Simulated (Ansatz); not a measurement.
`B/C=C(\F)C=C` and `C=C/C(F)=C\F` differ in one atom or group (the configuration at the double bond changes too).

Ansatz, PBE0-D4/def2-TZVP geometries, multiplicity 1. Each molecule was computed in one conformer, which needn't be the lowest.

| property | `B/C=C(\F)C=C` |
| --- | --- |
| LUMO energy (PBE0/def2-TZVPP) / eV | -2.49 |
| HOMO energy (PBE/def2-TZVPP) / eV | -6.57 |
| HOMO–LUMO gap (B3LYP/def2-TZVPP) / eV | 4.64 |
| HOMO energy (B3LYP/def2-TZVPP) / eV | -7.31 |
| HOMO–LUMO gap (PBE0/def2-TZVPP) / eV | 5.03 |
| HOMO–LUMO gap (ωB97M-V/def2-TZVPP) / eV | 9.04 |

(1) What does the change do to each property? (An estimate is asked.)

Answers

(1) Computed: 
| property | `C=C/C(F)=C\F` | shift |
| --- | --- | --- |
| LUMO energy (PBE0/def2-TZVPP) / eV | -1.15 | 1.34 |
| HOMO energy (PBE/def2-TZVPP) / eV | -5.76 | 0.81 |
| HOMO–LUMO gap (B3LYP/def2-TZVPP) / eV | 5.31 | 0.67 |
| HOMO energy (B3LYP/def2-TZVPP) / eV | -6.68 | 0.63 |
| HOMO–LUMO gap (PBE0/def2-TZVPP) / eV | 5.72 | 0.69 |
| HOMO–LUMO gap (ωB97M-V/def2-TZVPP) / eV | 9.90 | 0.86 |

With PBE0 the HOMO rises by 0.64 eV and the LUMO rises by 1.34 eV, so the gap widens by about 0.70 eV. PBE moves the HOMO by 0.81 eV and ωB97M-V by 0.58 eV.

B3LYP here is the variant with VWN-RPA as its local correlation; programs differ in this.
